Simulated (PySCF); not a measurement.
# What a mistake does to a calculation on BClGeH3N

Calculated results; nothing here was measured. They come from PySCF 2.14.0, an open-source quantum chemistry program, on an isolated molecule that a program drew, which may never have been made. The molecule is BClGeH3N (charge 0, singlet), drawn as the SMILES string `ClB[N]=[GeH2]`.

Each row is a Hartree-Fock (HF) and frozen-core CCSD(T) single point in the cc-pV(D+d)Z basis, meant for a local HF minimum. Run 1 is clean. Each other run has one planted mistake out of seven kinds, and not every kind appears here: one electron removed, one electron added, multiplicity raised by two, geometry at a saddle point, minimal basis STO-3G, one bond length entered in bohr, all coordinates scaled. The reference is restricted for singlets and unrestricted otherwise, and also for a bond in bohr. Adding or removing an electron swaps singlet and doublet. Electrons count all cores. HOMO and LUMO are orbital energies over both spins, the gradient is its largest component, and the lowest frequency (negative if imaginary) is given only where the gradient is small. Bond lengths are over the 6 bonds as drawn. T1 is the CCSD diagnostic: over 0.02 (restricted) or 0.045 (unrestricted) a single reference is doubtful. Germanium has the cc-pVDZ-PP basis, with a core potential (ECP10MDF) in place of its 10 inner electrons, and its 3s, 3p and 3d shells are frozen in CCSD(T).

Geometry of the clean run:
```xyz
7
BClGeH3N, angstrom
Cl    1.7415    1.4948   -1.0612
B     2.0188    1.8743    0.6851
N     2.4282    0.9042    1.5589
Ge    2.9406   -0.3157    2.5445
H     1.8193    3.0100    1.0040
H     1.9690   -1.1921    3.3120
H     4.4124   -0.5992    2.7793
```

```
run  electrons  basis functions  <S^2>  HOMO (eV)  LUMO (eV)  gradient (hartree/bohr)  lowest frequency (cm^-1)  mean bond (Å)  longest bond (Å)      T1  HF (hartree)  CCSD(T) (hartree)                     mistake
  1         64               89  0.000     -10.18       0.84                  2.8e-05                        21         1.5095             1.809  0.0191    -833.78142         -834.31738                    no fault
  2         64               89  2.033      -7.17      -0.42                  1.2e-01                         -         1.5095             1.809  0.0199    -833.71088         -834.20095  multiplicity raised by two
  3         63               89  0.762     -16.11      -7.48                  7.7e-02                         -         1.5095             1.809  0.0320    -833.47491         -833.95966        one electron removed
  4         64               89  0.000     -10.06       0.67                  2.0e-02                         -         1.5518             1.859  0.0205    -833.77525         -834.31710      all coordinates scaled
  5         64               89  1.594      -8.38       0.26                  5.4e-02                         -         1.7542             3.118  0.0615    -833.65521         -834.12902                           ?
```

**Which mistake was planted in run 5, and what did it cost?**

The mean bond changes by a factor of 1.162 and the longest by 1.724, so the molecule wasn't scaled as a whole. A length L in bohr read as angstrom grows by (1/0.5292 - 1) L = 0.890 L. The 6 bonds together grew by 6 x 0.2447 = 1.468 Å, which gives L = 1.650 Å. That is bond N3-Ge4, 1.650 Å in the clean geometry. So the mistake is: one bond length entered in bohr. Subtracting run 1 and multiplying by 627.51 kcal/mol a hartree, the energy moved by 79.2 kcal/mol in HF and 118.2 kcal/mol in CCSD(T).

Cautions from the logs. Run 4: T1 is over the limit, so its CCSD(T) energy is less reliable; run 5: T1 is over the limit, so its CCSD(T) energy is less reliable.
